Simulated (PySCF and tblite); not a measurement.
Values are calculated unless marked as measured or tabulated.
C2H8OSi, numbered as in [CH3:1][O:2][SiH2:3][CH3:4].

Conformers came from 90 starts (ETKDG and KDG, MMFF94s, GFN2-xTB); geometries are PBE0-D3(BJ)/def2-SVP. Free energies are PBE0-D3(BJ)/def2-TZVP single points with GFN2-xTB rigid-rotor and vibrational terms (modes under about 100 cm⁻¹ blended into free rotors). Symmetry numbers and mirror images are counted. Conformers within 4 kcal/mol (GFN2-xTB free energy) were kept, 5 at most. GIAO shieldings: PBE0/pcSseg-1. Shifts are against TMS (¹H), TMS (¹³C), TMS (²⁹Si) at the same level. Run with PySCF (density fitting) and tblite.

(1) What shifts does this protocol give at 298.15 K under fast conformational exchange?

(2) How do the conformers differ?

Unscaled ²⁹Si shifts at such levels can be off by tens of ppm; differences between conformers or isomers are more reliable. Shifts are unscaled: against experiment ¹³C can be off by 15 ppm or more and ¹H by 0.8 ppm.

Results:

(1) ¹H: 4.80 (H3, 2H), 3.58 (H1, 3H), 0.27 (H4, 3H) ppm. ¹³C: 53.6 (C1), -3.6 (C4) ppm. ²⁹Si: -7.1 (Si3) ppm.

(2) Torsions listed: C1–O2–Si3–C4. Of a mirror pair one member is shown.
| conformer | shape | weight % |
| --- | --- | --- |
| 1 | 180° | 54.7 |
| 2 | -65° | 45.3 |

| signal | 1 | 2 | average |
| --- | --- | --- | --- |
| H1 | 3.61 | 3.55 | 3.58 |
| H3 | 4.78 | 4.82 | 4.80 |
| H4 | 0.30 | 0.24 | 0.27 |
| C1 | 54.0 | 53.0 | 53.6 |
| C4 | -3.6 | -3.5 | -3.6 |
| Si3 | -7.0 | -7.4 | -7.1 |
